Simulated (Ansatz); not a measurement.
Born–Oppenheimer molecular dynamics of H4O3SSi (9 atoms, charge 0, multiplicity 1). It starts at the highest image of a converged band, a first-order saddle point between two minima.

All numbers below come from RKS r2SCAN/def2-SVP in Ansatz 0.2.0.

```json
{"ensemble": "NVE (velocity Verlet)", "time step": "0.5 fs", "steps asked": "200", "starting velocities drawn for": "300 K", "seed": "5881"}
```

First frame:

```xyz
9
Properties=species:S:1:pos:R:3
Si -0.467 -0.425 -0.078
S 1.538 0.946 0.863
O -0.072 -1.537 0.922
H 1.282 -0.336 1.360
O -1.768 0.578 0.047
O -0.056 -0.422 -1.667
H 2.323 0.461 -0.126
H -2.223 0.544 0.898
H -0.557 0.191 -2.220
```

(1) How far do the bonds stretch over the last three quarters of this one trajectory? (Pairs bonded in most of those frames.)

## Answers

(1) 
```json
{"bond": "Si1–O3", "mean (Å)": "1.539", "spread (Å)": "0.014", "shortest": "1.51", "longest": "1.56"}
{"bond": "Si1–O5", "mean (Å)": "1.649", "spread (Å)": "0.013", "shortest": "1.62", "longest": "1.68"}
{"bond": "Si1–O6", "mean (Å)": "1.641", "spread (Å)": "0.025", "shortest": "1.61", "longest": "1.69"}
{"bond": "S2–H4", "mean (Å)": "1.370", "spread (Å)": "0.013", "shortest": "1.35", "longest": "1.39"}
{"bond": "S2–H7", "mean (Å)": "1.353", "spread (Å)": "0.013", "shortest": "1.33", "longest": "1.37"}
{"bond": "O5–H8", "mean (Å)": "0.967", "spread (Å)": "0.016", "shortest": "0.94", "longest": "0.99"}
{"bond": "O6–H9", "mean (Å)": "0.967", "spread (Å)": "0.008", "shortest": "0.95", "longest": "0.98"}
```

Pairs bonded in part of these frames only: Si1–S2 7 %.

Mean temperature of the second half: 146 K. The conserved energy stayed within 0.085 meV per atom of its start (net change 0.049 meV per atom), so the integration is sound. A run of 0.1 ps of so small a system gives no equilibrium averages. The orbitals stay closed-shell, which can raise the energy where a bond breaks towards radicals; this wasn't checked here.

Run time: 6 min on 2 threads of Intel(R) Xeon(R) Platinum 8488C (Sapphire Rapids), with other jobs on the host, peak memory 0.17 GiB.
